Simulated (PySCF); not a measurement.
**What the settings do**

Molecule: `C=C[P@@H](=S)CCC`, C5H11PS; geometry GFN2-xTB.

Molfile (atoms numbered from 1):
```
C5H11PS
     RDKit          3D

 18 17  0  0  0  0  0  0  0  0999 V2000
   -2.1965    1.5004   -0.0597 C   0  0  0  0  0  0  0  0  0  0  0  0
   -1.7584    0.2847    0.2195 C   0  0  0  0  0  0  0  0  0  0  0  0
   -0.9999   -0.7462   -1.0697 P   0  0  1  0  0  5  0  0  0  0  0  0
   -0.8989    0.0058   -2.8427 S   0  0  0  0  0  0  0  0  0  0  0  0
    0.5661   -1.4348   -0.3657 C   0  0  0  0  0  0  0  0  0  0  0  0
    1.7544   -0.5276   -0.6563 C   0  0  0  0  0  0  0  0  0  0  0  0
    1.6061    0.8287    0.0165 C   0  0  0  0  0  0  0  0  0  0  0  0
   -2.6692    2.1341    0.6727 H   0  0  0  0  0  0  0  0  0  0  0  0
   -2.0827    1.8999   -1.0573 H   0  0  0  0  0  0  0  0  0  0  0  0
   -1.8510   -0.1638    1.2003 H   0  0  0  0  0  0  0  0  0  0  0  0
   -1.8147   -1.8841   -0.9426 H   0  0  0  0  0  0  0  0  0  0  0  0
    0.4335   -1.5903    0.7079 H   0  0  0  0  0  0  0  0  0  0  0  0
    0.7081   -2.4097   -0.8442 H   0  0  0  0  0  0  0  0  0  0  0  0
    2.6714   -1.0171   -0.3190 H   0  0  0  0  0  0  0  0  0  0  0  0
    1.8247   -0.3828   -1.7378 H   0  0  0  0  0  0  0  0  0  0  0  0
    1.4866    0.7200    1.0930 H   0  0  0  0  0  0  0  0  0  0  0  0
    2.4799    1.4466   -0.1743 H   0  0  0  0  0  0  0  0  0  0  0  0
    0.7318    1.3426   -0.3818 H   0  0  0  0  0  0  0  0  0  0  0  0
  1  2  2  0
  2  3  1  0
  3  4  2  0
  3  5  1  0
  5  6  1  0
  6  7  1  0
  1  8  1  0
  1  9  1  0
  2 10  1  0
  3 11  1  6
  5 12  1  0
  5 13  1  0
  6 14  1  0
  6 15  1  0
  7 16  1  0
  7 17  1  0
  7 18  1  0
M  END
```

All runs: PySCF 2.14.0 with density-fitted response routines, non-relativistic, gas phase unless a solvent (IEF-PCM) is named; grid level 2, GIAOs and SCF threshold 1e-9 unless changed. The yardstick, PBE0/pcSseg-1, gives these isotropic shieldings σ (ppm, equivalent atoms averaged): C6 168.3, S4 858.4, H11 24.53, H9 24.74, H10 25.09, H15 29.26, H14 30.17.

Problem. What do these inputs give? (1) BHandHLYP/pcSseg-1; conv 1e-11; damp 0.1; (2) BLYP/6-311G**; (3) solvent water; WP04/pcSseg-1; conv 1e-11

Solution. 
```tsv
run	outcome	functions	wall time	C6	S4	H11	H9	H10	H15	H14
1	converged	188	38 s	168.3	864.5	25.13	24.91	25.46	29.49	30.38
2	converged	208	54 s	160.7	808.2	24.77	25.57	25.52	29.59	30.61
3	converged	188	35 s	153.0	829.0	25.23	25.54	25.36	29.96	30.29
```

Times are on 1 thread of an Arm Neoverse V1, shared host.

Problem. Comment on the technical settings.

Solution. 
- Run 1: The functional differs from the yardstick's, which in itself moves the values. The damping changes the path of the SCF (16 cycles), not the solution, provided the same state is reached.
